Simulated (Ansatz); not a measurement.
Task: Name a neutral molecule of Al, C, N and H with HOMO–LUMO gap (B3LYP/def2-TZVPP) between 4.45 and 4.75 eV and HOMO energy (ωB97M-V/def2-TZVPP) between -9.40 and -9.10 eV (Ansatz, PBE0-D4/def2-TZVP geometry).

Result: `[AlH3-][n+]1ccccc1` (4.56 eV, -9.29 eV). Other molecules can fit too; these were computed, each in one conformer that needn't be the lowest.

B3LYP here is the variant with VWN-RPA as its local correlation; programs differ in this.
